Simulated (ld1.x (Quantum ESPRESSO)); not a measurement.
**Pseudopotential generation for P (Z = 15): PAW, PBE, scalar-relativistic.**

Input for ld1.x (Quantum ESPRESSO) 7.5:

```
&input
   title='P', zed=15., rel=1, dft='PBE', iswitch=3,
   config='[Ne] 3s1 3p4 3d-2',
   nld=3, rlderiv=1.05, eminld=-15.0, emaxld=5.0, deld=0.04
 /
 &inputp
   pseudotype=3, lpaw=.true., tm=.true., lloc=2,
   nlcc=.true., new_core_ps=.true., rcore=0.80,
   which_augfun='BESSEL', rmatch_augfun=0.75,
   file_pseudopw='P.UPF', file_wfcaegen='ae.wfc', file_wfcncgen='nc.wfc', file_beta='beta', file_chi='chi', file_wfcusgen='us.wfc'
 /
5
2S  1  0   2.00   0.00  0.80  0.95  0.0
3S  2  0   1.00   0.00  0.80  0.95  0.0
2P  2  1   6.00   0.00  0.70  0.85  0.0
3P  3  1   4.00   0.00  0.70  0.85  0.0
3D  3  2  -2.00   0.20  0.95  0.95  0.0
 &test
   configts(1)='2s2 2p6 3s1 3p4'
 /
```

Command:

```bash
ld1.x < P.in > P.out
```

Resulting log (shortened: banner, matrices, multipoles, cross overlaps and the repeated all-electron block are left out):

```
Program LD1 v.7.5
     --------------------------- All-electron run ----------------------------

     P
     scalar relativistic calculation

     atomic number is 15.00
     dft =PBE   lsd =0 sic =0 latt =0  beta=0.20 tr2=1.0E-14
     Exchange-correlation= PBE
                           (   1   4   3   4   0   0   0)
     mesh =1147 r(mesh) = 101.18493 a.u. xmin = -7.00 dx = 0.01250
     1 Ry =  13.60569312 eV, c = 137.03599908

     n l     nl                  e(Ry)          e(Ha)          e(eV)
     1 0     1S 1( 2.00)      -153.2999       -76.6499     -2085.7507
     2 0     2S 1( 2.00)       -12.9010        -6.4505      -175.5272
     2 1     2P 1( 6.00)        -9.2621        -4.6311      -126.0177
     3 0     3S 1( 1.00)        -1.0786        -0.5393       -14.6746
     3 1     3P 1( 4.00)        -0.4463        -0.2231        -6.0716

     final scf error:  2.2E-15 reached in  24 iterations

     Etot =    -683.178392 Ry,    -341.589196 Ha,   -9295.115554 eV

     Ekin =     685.313967 Ry,     342.656983 Ha,    9324.171522 eV
     Encl =   -1628.314324 Ry,    -814.157162 Ha,  -22154.345001 eV
     Eh   =     305.709872 Ry,     152.854936 Ha,    4159.394709 eV
     Exc  =     -45.887907 Ry,     -22.943954 Ha,    -624.336785 eV

     normalization and overlap integrals

     s(1S/1S) =  1.000000  <r> =   0.1036  <r2> =    0.0144  r(max) =   0.0675
     s(2S/2S) =  1.000000  <r> =   0.5196  <r2> =    0.3218  r(max) =   0.4187
     s(2P/2P) =  1.000000  <r> =   0.4850  <r2> =    0.2953  r(max) =   0.3559
     s(3S/3S) =  1.000000  <r> =   1.8773  <r2> =    4.0980  r(max) =   1.5753
     s(3P/3P) =  1.000000  <r> =   2.3187  <r2> =    6.4529  r(max) =   1.8075

     ------------------------ End of All-electron run ------------------------

     --------------------- Generating PAW atomic setup --------------------

      Generating local pot.: lloc=2, matching radius rcloc =   0.9500

      Computing core charge for nlcc:

       r > 0.80 : true rho core
      Core charge pseudized with two Bessel functions
      Integrated core pseudo-charge :   0.00
      Wfc-us  2S rcutus= 0.944  Estimated cut-off energy=    60.32 Ry
      Wfc-us  3S rcutus= 0.944  Estimated cut-off energy=   127.09 Ry
      Wfc-us  2P rcutus= 0.854  Estimated cut-off energy=   113.45 Ry
      Wfc-us  3P rcutus= 0.854  Estimated cut-off energy=   218.39 Ry

     Required augmentation: BESSEL   radius:    0.750000
     Suggested rho cutoff for augmentation:  95.98 Ry

     Estimated PAW energy = -268.668534 Ryd

     ------------------- End of pseudopotential generation -------------------

     Computing logarithmic derivative in   1.04940
     Computing logarithmic derivative in   1.04940
     Computing the partial wave expansion
     R is outside the sphere for l=    0 j= 0.00
     R is outside the sphere for l=    0 j= 0.00
     R is outside the sphere for l=    1 j= 0.00
     R is outside the sphere for l=    1 j= 0.00
       no projector for channel:   2

     ---------------------- Testing the pseudopotential ----------------------

     P
     scalar relativistic calculation

     atomic number is 15.00   valence charge is 13.00
     dft = SLA  PW   PBX  PBC   lsd =0 sic =0 latt =0  beta=0.20 tr2=1.0E-14
     mesh =1147 r(mesh) = 101.18493 xmin = -7.00 dx = 0.01250

     n l     nl             e AE (Ry)        e PS (Ry)    De AE-PS (Ry)
     1 0     2S   1( 2.00)      -12.90101      -12.90065       -0.00036
     2 1     2P   1( 6.00)       -9.26213       -9.26172       -0.00041
     2 0     3S   1( 1.00)       -1.07856       -1.07855       -0.00001
     3 1     3P   1( 4.00)       -0.44625       -0.44623       -0.00003

     eps = 8.3E-15  iter =  6

     Etot =    -683.178392 Ry,    -341.589196 Ha,   -9295.115554 eV
     Etotps =  -268.668183 Ry,    -134.334092 Ha,   -3655.416852 eV

     Ekin =     257.254178 Ry,     128.627089 Ha,    3500.121394 eV
     Encl =    -653.649247 Ry,    -326.824624 Ha,   -8893.351070 eV
     Ehrt =     173.615360 Ry,      86.807680 Ha,    2362.157313 eV
     Ecxc =     -45.888474 Ry,     -22.944237 Ha,    -624.344489 eV
     (Ecc =      -0.000014 Ry,      -0.000007 Ha,      -0.000186 eV)

     ---------------------- End of pseudopotential test ----------------------
```

Generation and configuration tests took about 1.1 s on one core of a shared server CPU.
